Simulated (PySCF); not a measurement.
Run record: geometry optimisation, `N[SiH2][SiH2]Br`.

Method: PBE0-D3(BJ)/def2-SVP geometry optimisation, gas phase (PySCF 2.14.0). Start geometry: GFN2-xTB. The command runs a driver script over a list of jobs; the input below is this job's line of settings and its coordinates in Å.

Command:
```bash
OMP_NUM_THREADS=1 python probes_run.py task.json out
```

Input:
```
{"job": {"xc": "PBE0", "basis": "def2-SVP", "d3": "d3bj", "grid": 1, "shake": 0.01, "kind": "geom"}, "charge": 0, "multiplicity": 1}
N     -1.532620     0.335750    -0.654640
Si    -0.655690    -0.602880     0.443530
Si     1.530080    -0.098840    -0.025200
Br     1.904450     2.117810     0.145810
H     -2.551720     0.220270    -0.740020
H     -1.340730     1.344980    -0.772380
H     -0.954380    -0.393000     1.871270
H     -0.952990    -1.980840     0.103540
H      2.071610    -0.351670    -1.336870
H      2.532420    -0.612500     0.943900
```

**Question.** Estimate the output.

**Answer.** 
```
step   0  E = -3210.41716545  max force = 0.034786
step   1  E = -3210.42562787  max force = 0.002470
step   2  E = -3210.42573415  max force = 0.001527
step   3  E = -3210.42575689  max force = 0.000523
step   4  E = -3210.42576519  max force = 0.000397
optimisation converged
```

Energies in Eh; «max force» is the largest Cartesian gradient component in Eh/bohr.

**Question.** How much energy does the optimisation release, in kcal/mol?

**Answer.** E(step 0) − E(last step) = 0.008600 Eh, which is 5.4 kcal/mol.

**Question.** Give the first gradient maximum in eV/Å.

**Answer.** With 1 Eh/bohr = 51.422 eV/Å, 1.789 eV/Å.

Summary of the converged run: final energy -3210.42577 Eh after 4 steps; dipole 1.64 D.

**Question.** Where do the atoms end?

**Answer.** 0.094 Å rms from the input after alignment:
```
atom  x, y, z in Å
N1    -1.5375    0.4131   -0.6844
Si2   -0.6557   -0.6064    0.4037
Si3    1.5944   -0.0920    0.0019
Br4    1.7222    2.1495    0.1658
H5    -2.5440    0.3135   -0.7649
H6    -1.2702    1.3920   -0.7301
H7    -0.8992   -0.4200    1.8756
H8    -0.9543   -2.0371    0.0869
H9     2.0511   -0.4589   -1.3712
H10    2.5454   -0.6699    0.9976
```

**Question.** How long does this job take on one thread of an Intel Xeon Platinum 8488C, on a shared host? And the peak memory of the process?

**Answer.** About 21 s, with 0.46 GiB resident at the peak, the Python interpreter and its libraries included.
Labels such as C1 count atoms from 1, the log's own numbers from 0.
